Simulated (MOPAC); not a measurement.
Job for MOPAC: AM1 on H2OSeTe (SMILES O[Te][SeH]), a point of a torsion scan.

```
AM1 1SCF PRECISE CHARGE=0 THREADS=1
H2OSeTe

O     -1.37995789 1     0.52216033 1    -0.32578498 1
Te    -0.23590309 1    -0.97949308 1    -0.94005532 1
Se     1.65784054 1    -0.57627525 1     0.62445721 1
H     -1.94662734 1     0.26155723 1     0.40124450 1
H      0.94019337 1    -0.73921685 1     1.87500932 1
```

The log:

```
*******************************************************************************
 **                                                                           **
 **                              MOPAC v23.2.5                                **
 **                                                                           **
 *******************************************************************************
 ** MOPAC's Digital Object Identifier: https://doi.org/10.5281/zenodo.6511958 **
 **                                                                           **
 ** Please cite the open-source release paper for use of this MOPAC version:  **
 ** J. E. Moussa and J. J. P. Stewart (2026)                                  **
 ** MOPAC: An open-source semiempirical molecular orbital program             **
 ** J. Open Source Softw., 11(119), 8025, https://doi.org/10.21105/joss.08025 **
 *******************************************************************************

                              AM1 CALCULATION RESULTS

 *******************************************************************************
 *  AM1        - The AM1 Hamiltonian to be used
 *
 *
 *
 *                 CHARGE ON SYSTEM = 0
 *
 *
 *
 *  PRECISE    - TIGHTER CRITERIA TO BE USED
 *  1SCF       - DO 1 SCF AND THEN STOP
 *  THREADS=1  - MULTI-THREADING NOT USED
 *  T=         - A TIME OF 172800.0 SECONDS REQUESTED
 *  DUMP=N     - RESTART FILE WRITTEN EVERY 7200.0 SECONDS REQUESTED
 *******************************************************************************
AM1 1SCF PRECISE CHARGE=0 THREADS=1
 H2OSeTe

   ATOM   CHEMICAL          X               Y               Z
  NUMBER   SYMBOL      (ANGSTROMS)     (ANGSTROMS)     (ANGSTROMS)

     1       O         -1.37995789  *   0.52216033  *  -0.32578498  *
     2      Te         -0.23590309  *  -0.97949308  *  -0.94005532  *
     3      Se          1.65784054  *  -0.57627525  *   0.62445721  *
     4       H         -1.94662734  *   0.26155723  *   0.40124450  *
     5       H          0.94019337  *  -0.73921685  *   1.87500932  *



          CARTESIAN COORDINATES

    NO.       ATOM           X           Y           Z

     1         O         -1.3800      0.5222     -0.3258
     2        Te         -0.2359     -0.9795     -0.9401
     3        Se          1.6578     -0.5763      0.6245
     4         H         -1.9466      0.2616      0.4012
     5         H          0.9402     -0.7392      1.8750

  H: (AM1): M.J.S. DEWAR ET AL, J. AM. CHEM. SOC. 107 3902-3909 (1985)
  O: (AM1): M.J.S. DEWAR ET AL, J. AM. CHEM. SOC. 107 3902-3909 (1985)
 Se: (AM1): J. J. P. STEWART, J. MOL. MOD., 10, 155-164 (2004)
 Te: (AM1): J. J. P. STEWART, J. MOL. MOD., 10, 155-164 (2004)

           Empirical Formula: H2 O Te Se  =     5 atoms



      MOLECULAR POINT GROUP   :   C1


      RHF CALCULATION, NO. OF DOUBLY OCCUPIED LEVELS = 10


 -------------------------------------------------------------------------------
 AM1 1SCF PRECISE CHARGE=0 THREADS=1
 H2OSeTe



     1SCF WAS SPECIFIED, SO BFGS WAS NOT USED
     SCF FIELD WAS ACHIEVED


                              AM1 CALCULATION
                                                       MOPAC v23.2.5 Linux




          FINAL HEAT OF FORMATION =        -21.29540 KCAL/MOL =     -89.09995 KJ/MOL


          COSMO AREA              =        115.71 SQUARE ANGSTROMS
          COSMO VOLUME            =        105.62 CUBIC ANGSTROMS

          IONIZATION POTENTIAL    =          7.334331 EV
          HOMO LUMO ENERGIES (EV) =         -7.334 -2.260
          NO. OF FILLED LEVELS    =         10
          MOLECULAR WEIGHT        =        224.5752         POINT GROUP:  C1

          MOLECULAR DIMENSIONS (Angstroms)

            Atom       Atom       Distance
            H     4   Se     3     3.70729
            H     5   Te     2     2.78949
           Te     2    O     1     1.05844


          SCF CALCULATIONS        =          1





   ATOM   CHEMICAL          X               Y               Z
  NUMBER   SYMBOL      (ANGSTROMS)     (ANGSTROMS)     (ANGSTROMS)

     1       O         -1.37995789  *   0.52216033  *  -0.32578498  *
     2      Te         -0.23590309  *  -0.97949308  *  -0.94005532  *
     3      Se          1.65784054  *  -0.57627525  *   0.62445721  *
     4       H         -1.94662734  *   0.26155723  *   0.40124450  *
     5       H          0.94019337  *  -0.73921685  *   1.87500932  *

                             CARTESIAN COORDINATES

   1    O       -1.379957890     0.522160330    -0.325784980
   2   Te       -0.235903090    -0.979493080    -0.940055320
   3   Se        1.657840540    -0.576275250     0.624457210
   4    H       -1.946627340     0.261557230     0.401244500
   5    H        0.940193370    -0.739216850     1.875009320


           Empirical Formula: H2 O Te Se  =     5 atoms



      MOLECULAR POINT GROUP   :   C1


                  EIGENVALUES
 -36.08657 -23.75814 -19.72775 -16.88378 -13.43090 -13.00311 -12.22248  -9.89610
  -8.55150  -7.33433  -2.26009  -0.62798   0.26894   5.46794


              NET ATOMIC CHARGES AND DIPOLE CONTRIBUTIONS

  ATOM NO.   TYPE          CHARGE      No. of ELECS.   s-Pop       p-Pop
    1          O          -0.484871        6.4849     1.88565     4.59922
    2         Te           0.383346        5.6167     1.95600     3.66066
    3         Se          -0.083403        6.0834     1.97292     4.11048
    4          H           0.200194        0.7998     0.79981
    5          H          -0.015266        1.0153     1.01527
 DIPOLE           X         Y         Z       TOTAL
 POINT-CHG.     0.175    -2.483    -0.974     2.673
 HYBRID        -0.998     0.598     1.781     2.127
 SUM           -0.823    -1.885     0.807     2.210


          ATOMIC ORBITAL ELECTRON POPULATIONS

     Atom    s        px        py        pz
    1  O   1.88565   1.58898   1.46223   1.54800
    2 Te   1.95600   1.04089   1.23330   1.38646
    3 Se   1.97292   1.11325   1.92793   1.06930
    4  H   0.79981
    5  H   1.01527

 **********************
 *                    *
 * JOB ENDED NORMALLY *
 *                    *
 **********************




 == MOPAC DONE ==
```

The run finished.

Cost: roughly 0.04 core-seconds.
